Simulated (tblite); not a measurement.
Compound: C5H13FN2Si.
SMILES with atom numbers: `[NH2:1][CH2:2][C@@H:3]1[CH2:4][CH2:5][C@@H:6]1[NH:7][SiH2:8][F:9]` (hydrogens: H10, H11 on N1; H12, H13 on C2; H14 on C3; H15, H16 on C4; H17, H18 on C5; H19 on C6; H20 on N7; H21, H22 on Si8)

Computed with GFN2-xTB (tblite), gas phase: L-BFGS steps from a force-field or distance-geometry start until the largest atomic force falls under 0.01 eV/Å.

Step 36: E = -808.5054 eV
```
atom  x, y, z in Å  |  force x, y, z in eV/Å
N1     -1.3657   -0.1159    1.6369    0.055   0.057  -0.093
C2     -1.6715    0.9075    0.6431   -0.006   0.093  -0.055
C3     -0.9976    0.6731   -0.7097    0.068   0.011   0.003
C4     -1.2910   -0.7108   -1.3167   -0.003  -0.036  -0.020
C5      0.1242   -1.1681   -0.9640    0.159   0.030   0.004
C6      0.5066    0.3034   -0.7185    0.091   0.110   0.034
N7      1.2845    0.5976    0.4489   -0.171  -0.102   0.248
Si8     2.9187    0.0985    0.6074   -0.122   0.029   0.030
F9      3.8115    1.1084   -0.2793   -0.066  -0.089   0.022
H10    -1.8860    0.0718    2.4905    0.072  -0.083  -0.118
H11    -1.6449   -1.0241    1.2799   -0.033   0.003   0.145
H12    -2.7531    0.9919    0.4380   -0.043  -0.004   0.046
H13    -1.3416    1.8626    1.0577    0.064   0.079  -0.023
H14    -1.2358    1.5266   -1.3511   -0.067  -0.075   0.048
H15    -2.0947   -1.2683   -0.8490   -0.182  -0.067  -0.038
H16    -1.4527   -0.6703   -2.3886   -0.087  -0.003  -0.080
H17     0.6903   -1.6893   -1.7279   -0.007  -0.060  -0.133
H18     0.1873   -1.7269   -0.0344   -0.082  -0.087   0.022
H19     1.0044    0.7361   -1.5877    0.055   0.021  -0.032
H20     0.6820    0.4429    1.2545    0.182   0.035   0.007
H21     3.2683    0.2944    2.0027    0.055   0.036  -0.027
H22     3.2465   -1.2218    0.0666    0.065   0.103   0.010
```

Step 37: E = -808.5143 eV
```
atom  x, y, z in Å  |  force x, y, z in eV/Å
N1     -1.3502   -0.1156    1.6366   -0.075   0.098  -0.142
C2     -1.6645    0.9071    0.6425   -0.016   0.130  -0.064
C3     -1.0005    0.6685   -0.7144    0.136   0.065   0.050
C4     -1.2918   -0.7166   -1.3196   -0.044   0.050  -0.027
C5      0.1264   -1.1694   -0.9704    0.090   0.023   0.009
C6      0.5055    0.3033   -0.7185    0.114   0.061   0.048
N7      1.2747    0.5868    0.4591   -0.029  -0.064   0.077
Si8     2.9124    0.0976    0.6127   -0.134   0.052   0.011
F9      3.7900    1.1140   -0.2826   -0.059  -0.098   0.027
H10    -1.8754    0.0788    2.4862    0.098  -0.114  -0.090
H11    -1.6399   -1.0208    1.2786   -0.010  -0.002   0.166
H12    -2.7482    0.9985    0.4459   -0.018  -0.050   0.059
H13    -1.3321    1.8633    1.0540    0.084   0.062  -0.039
H14    -1.2372    1.5233   -1.3561   -0.074  -0.104   0.057
H15    -2.1024   -1.2698   -0.8565   -0.119  -0.084  -0.015
H16    -1.4612   -0.6660   -2.3893   -0.051  -0.035  -0.116
H17     0.6909   -1.6978   -1.7323   -0.021  -0.010  -0.105
H18     0.1851   -1.7233   -0.0375   -0.060  -0.109   0.015
H19     1.0156    0.7440   -1.5777    0.011  -0.003  -0.017
H20     0.6760    0.4312    1.2621    0.059  -0.004   0.104
H21     3.2679    0.3030    2.0049    0.054   0.030  -0.023
H22     3.2488   -1.2207    0.0716    0.063   0.106   0.016
```

Step 38: E = -808.5228 eV
```
atom  x, y, z in Å  |  force x, y, z in eV/Å
N1     -1.3320   -0.1134    1.6321   -0.159   0.096  -0.145
C2     -1.6553    0.9111    0.6408   -0.016   0.114  -0.052
C3     -1.0004    0.6665   -0.7195    0.127   0.072   0.065
C4     -1.2939   -0.7208   -1.3221   -0.066   0.113  -0.028
C5      0.1295   -1.1700   -0.9769   -0.037  -0.004  -0.003
C6      0.5066    0.3048   -0.7212    0.075  -0.033   0.063
N7      1.2622    0.5771    0.4683    0.015  -0.043   0.031
Si8     2.9018    0.0993    0.6202   -0.085   0.043   0.015
F9      3.7654    1.1186   -0.2845   -0.039  -0.084   0.015
H10    -1.8581    0.0792    2.4804    0.099  -0.082  -0.019
H11    -1.6304   -1.0180    1.2795    0.014  -0.009   0.122
H12    -2.7416    1.0070    0.4562    0.021  -0.069   0.056
H13    -1.3158    1.8667    1.0507    0.080   0.031  -0.061
H14    -1.2397    1.5207   -1.3600   -0.071  -0.101   0.031
H15    -2.1118   -1.2708   -0.8609   -0.007  -0.060  -0.018
H16    -1.4718   -0.6642   -2.3912   -0.009  -0.055  -0.096
H17     0.6886   -1.7064   -1.7401   -0.039   0.051  -0.043
H18     0.1806   -1.7209   -0.0403   -0.019  -0.102  -0.034
H19     1.0257    0.7494   -1.5745   -0.013  -0.013   0.032
H20     0.6645    0.4031    1.2688    0.025   0.001   0.061
H21     3.2609    0.3176    2.0091    0.051   0.026  -0.014
H22     3.2545   -1.2174    0.0845    0.053   0.105   0.021
```

Step 39: E = -808.5288 eV
```
atom  x, y, z in Å  |  force x, y, z in eV/Å
N1     -1.3237   -0.1097    1.6266   -0.133   0.058  -0.081
C2     -1.6498    0.9158    0.6385   -0.012   0.061  -0.028
C3     -0.9978    0.6660   -0.7213    0.052   0.037   0.037
C4     -1.2959   -0.7217   -1.3245   -0.046   0.105  -0.019
C5      0.1313   -1.1705   -0.9808   -0.124  -0.025  -0.016
C6      0.5089    0.3050   -0.7208    0.009  -0.092   0.044
N7      1.2541    0.5689    0.4763    0.063   0.007  -0.040
Si8     2.8935    0.1006    0.6251   -0.005   0.021   0.029
F9      3.7465    1.1210   -0.2865   -0.015  -0.058  -0.005
H10    -1.8456    0.0791    2.4765    0.078  -0.033   0.046
H11    -1.6248   -1.0162    1.2832    0.015  -0.022   0.051
H12    -2.7375    1.0105    0.4636    0.025  -0.041   0.024
H13    -1.3035    1.8696    1.0473    0.061   0.024  -0.068
H14    -1.2423    1.5167   -1.3620   -0.051  -0.056  -0.006
H15    -2.1179   -1.2729   -0.8651    0.081  -0.014  -0.029
H16    -1.4781   -0.6636   -2.3948    0.022  -0.052  -0.040
H17     0.6870   -1.7108   -1.7459   -0.051   0.089  -0.001
H18     0.1778   -1.7221   -0.0427    0.000  -0.084  -0.078
H19     1.0328    0.7529   -1.5704   -0.022  -0.025   0.070
H20     0.6582    0.3879    1.2745   -0.045  -0.013   0.087
H21     3.2585    0.3260    2.0106    0.049   0.027   0.004
H22     3.2580   -1.2132    0.0919    0.048   0.086   0.018
```

Q: Estimate the geometry and energy of step 40. (The exact step hangs on the optimiser's Hessian estimate; all steps are aligned on step 39, rigid shifts and turns removed.)

A: E = -808.5328 eV, largest force 0.134 eV/Å
```
atom  x, y, z in Å  |  force x, y, z in eV/Å
N1     -1.3194   -0.1062    1.6214   -0.059   0.004  -0.005
C2     -1.6451    0.9202    0.6365   -0.014   0.012  -0.004
C3     -0.9949    0.6666   -0.7223   -0.029   0.000  -0.002
C4     -1.2986   -0.7200   -1.3268   -0.012   0.055  -0.012
C5      0.1297   -1.1714   -0.9837   -0.130  -0.025  -0.020
C6      0.5106    0.3033   -0.7200   -0.044  -0.094   0.030
N7      1.2483    0.5637    0.4816    0.035   0.007  -0.016
Si8     2.8873    0.1022    0.6293    0.050   0.005   0.041
F9      3.7308    1.1232   -0.2888    0.008  -0.035  -0.020
H10    -1.8343    0.0792    2.4748    0.052   0.006   0.084
H11    -1.6193   -1.0153    1.2857    0.006  -0.022  -0.003
H12    -2.7331    1.0120    0.4701    0.004   0.003  -0.015
H13    -1.2920    1.8720    1.0440    0.040   0.027  -0.066
H14    -1.2448    1.5128   -1.3642   -0.026  -0.002  -0.035
H15    -2.1211   -1.2738   -0.8681    0.112   0.020  -0.032
H16    -1.4819   -0.6640   -2.3983    0.035  -0.036   0.006
H17     0.6843   -1.7119   -1.7500   -0.056   0.098   0.005
H18     0.1766   -1.7251   -0.0462   -0.007  -0.074  -0.096
H19     1.0380    0.7543   -1.5661   -0.022  -0.038   0.079
H20     0.6517    0.3741    1.2786   -0.042  -0.005   0.049
H21     3.2556    0.3328    2.0125    0.050   0.029   0.018
H22     3.2613   -1.2092    0.0991    0.047   0.065   0.014
```

The energy changes by -0.0040 eV. The first-order estimate −F·Δx gives -0.0057 eV and the mean of the old and new forces, exact on a quadratic surface, -0.0040 eV. The step makes an angle of 70° with the force vector and moves no atom by more than 0.016 Å.

The cost below is that of the whole relaxation. Time: 1.1 s. Hardware: one thread, Arm Neoverse V1 (aarch64), no GPU, shared host with 32 logical CPUs at a one-minute load of 26.
